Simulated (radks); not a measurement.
Question: These are the eigenvalues of the occupied orbitals of an atom or ion with whole-number occupations (Ry). All-electron calculation, scalar-relativistic Kohn-Sham, exchange-only LDA, spin-polarised, spherical densities, point nucleus. Program: a radial shooting solver on a logarithmic mesh with Libxc functionals.

orbital  eigenvalue
1s up     -1865.210
1s down   -1865.205
2s up     -349.0807
2s down   -348.8314
2p up     -322.9482
2p down   -322.7570
3s up     -122.5742
3s down   -122.2897
3p up     -114.1597
3p down   -113.8657
3d up     -102.6422

Which element is it, and in what charge state? The configuration may be excited. Open shells, if any, are filled with parallel spins first.

Answer: Z = 46, palladium, charge +27: Pd27+ in [Ar] 3d1. The list shows which subshells hold electrons but not how many an open one holds; the 1s level, -932.61 hartree, gives Z - s = 43.2 by -(Z - s)^2/2, which with screening and relativity narrows Z to a few neighbours, and the depths of the outer levels then fix element, charge and occupations together.
